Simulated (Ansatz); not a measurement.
Consider the redistribution: `[OH][Ge]([OH])([Cl])[Cl]` + `[CH3][SnH]([NH2])[F]` → `[OH][Ge]([F])([Cl])[Cl]` + `[CH3][SnH]([NH2])[OH]`.

Isolated molecules relaxed with PBE0-D4/def2-TZVP in Ansatz; ΔE leaves out vibrations. CBS: MP2 limit from def2 TZ/QZ plus the TZ coupled-cluster correction, frozen cores. DFT in def2-TZVPP. Elements past krypton have def2 core potentials. For Ge, Sn outer-core shells are correlated without core-valence functions, which leaves a few kJ/mol of doubt a bond. Scalar relativity is left out up to krypton. Each species was taken in one conformer, which may not be the lowest.

| level | ΔE (eV) |
| --- | --- |
| r2SCAN-D4 | 0.21 |
| ωB97M-V | 0.21 |
| PBE | 0.21 |
| MP2/def2-TZVPP | 0.17 |
| SCS-MP2/def2-QZVPP | 0.19 |
| HF/CBS(def2) | 0.24 |
| MP2/CBS(def2) | 0.21 |
| CCSD/CBS(def2) | 0.22 |

Q: What does CCSD(T)/CBS give? (An estimate is asked.)

A: Computed: +0.21 eV. The listed levels differ from it by 0.00, 0.00, 0.00, -0.04, -0.02, 0.03, 0.00, 0.01 eV.

Largest T1 diagnostic among the species: 0.013.

In def2-TZVPP, CCSD(T) changes the Hartree–Fock value by −0.06 eV (the triples alone add −0.01 eV) and MP2 by −0.06 eV.
